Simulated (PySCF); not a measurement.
## Electronic structure of I²⁺ (iodine, charge +2) at the PBE level

Configuration: [Kr] 4d10 5s2 5p3, high-spin 4S determinant. All numbers are calculated (PySCF 2.14, scalar relativity by spin-free X2C-1e, in aug-cc-pVQZ-DK3 (9s8p6d3f2g, 102 functions)).

```
Total energy                        : -7113.82 hartree
One-electron energy                 : -9713.00 hartree
Hartree (Coulomb) energy            : 2781.51 hartree
Exchange-correlation energy         : -182.33 hartree
⟨S²⟩                                : 3.7506
⟨L²⟩                                : 0.000
Sum of ⟨r⟩                          : 32.04 bohr
Sum of ⟨r²⟩                         : 41.59 bohr²
Langevin diamagnetic susceptibility : -32.9 ×10⁻⁶ cm³/mol
```

```
shell  electrons  mean orbital energy (hartree)  rms radius, mean of both spins (bohr)
 1s α          1                    -1210.29816                                 0.0311
 1s β          1                    -1210.29413                                 0.0311
 2s α          1                     -187.69024                                  0.127
 2s β          1                     -187.68864                                  0.127
 2p α          3                     -168.69752                                  0.113
 2p β          3                     -168.69431                                  0.113
 3s α          1                      -38.50131                                  0.335
 3s β          1                      -38.49787                                  0.335
 3p α          3                      -32.32712                                  0.336
 3p β          3                      -32.32319                                  0.336
 3d α          5                      -23.01103                                  0.314
 3d β          5                      -23.00737                                  0.314
 4s α          1                       -7.37778                                  0.786
 4s β          1                       -7.36910                                  0.786
 4p α          3                       -5.43753                                  0.845
 4p β          3                       -5.42827                                  0.845
 4d α          5                       -2.59548                                  0.993
 4d β          5                       -2.58010                                  0.993
 5s α          1                       -1.35737                                   1.99
 5s β          1                       -1.26596                                   1.99
 5p α          3                       -0.93662                                   2.33
```

Densities and radii are taken from the X2C orbitals without a picture-change correction, which distorts them close to the nucleus.
